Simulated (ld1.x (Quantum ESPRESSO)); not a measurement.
## What one change does to a pseudopotential (Ge, TM)

germanium (Ge), norm-conserving Troullier–Martins (Kleinman–Bylander form), made with ld1.x (Quantum ESPRESSO) 7.5 (PW91, scalar-relativistic). Core [Ar], reference 3d10 4s2 4p2. Waves: 4p (bound): rc 2.05 bohr; 3d (bound): rc 1.10 bohr; 4s (bound): rc 1.80 bohr. Local part: the s channel. Core correction: none.

Change: local potential the d channel.

Cutoffs: the cutoffs (Ry, on a coarse ladder) from which the occupation-weighted sum of valence levels, in a spherical-Bessel basis at the reference potential, stays within 10 and 1 mRy of its value at 400 Ry; they do not see the model core or the augmentation charge, which bear on the density cutoff. Errors are all-electron minus pseudo energies relative to the spin-unpolarised reference configuration.

How do hardness, ghosts and transferability respond?

A bound ghost appears in p, s, which as a rule spoils a file; of the 7 tests that both files solve, the error grows in 2 and shrinks in 3 by more than 15 % and 0.3 meV (median size 21.0 → 30.1 meV). In the separable form a ghost depends on how the local part lies against the semilocal potential of the channel, so the choice of the local part can create or remove one.

```tsv
quantity	base	changed
cutoff, loose	230 Ry	230 Ry
cutoff, tight	over 300 Ry	over 300 Ry
bound ghosts	none	s, p
error for 3d10 4s2 4p1, meV [ΔE 7.50 eV]	-0.8	-0.1
error for 3d10 4s2 4p0, meV [ΔE 23.03 eV]	-0.2	+2.2
error for 3d10 4s1 4p0, meV [ΔE 57.93 eV]	+21	+30
error for 3d10 4s2 4p1.5, meV [ΔE 2.83 eV]	-0.4	-0.2
error for 3d9 4s2 4p2, meV [ΔE 38.78 eV]	-737	-337
error for 3d9 4s2 4p3, meV [ΔE 29.67 eV]	-798	-413
error for 3d10 4s0 4p0, meV [ΔE 104.36 eV]	+122	+133
s: phases at 2.26 bohr within 0.05 rad from the reference energy up to (Ry; the scan ends near 5)	3.2	2.3
p: phases at 2.26 bohr within 0.05 rad from the reference energy up to (Ry; the scan ends near 5)	to the end of the scan	4.3
d: phases at 2.26 bohr within 0.05 rad from the reference energy up to (Ry; the scan ends near 5)	0.2	1.0
```

 A true bound ghost makes a file unfit for plane-wave use even where its test errors are small: the radial tests pick states by their node count and pass the ghost by.
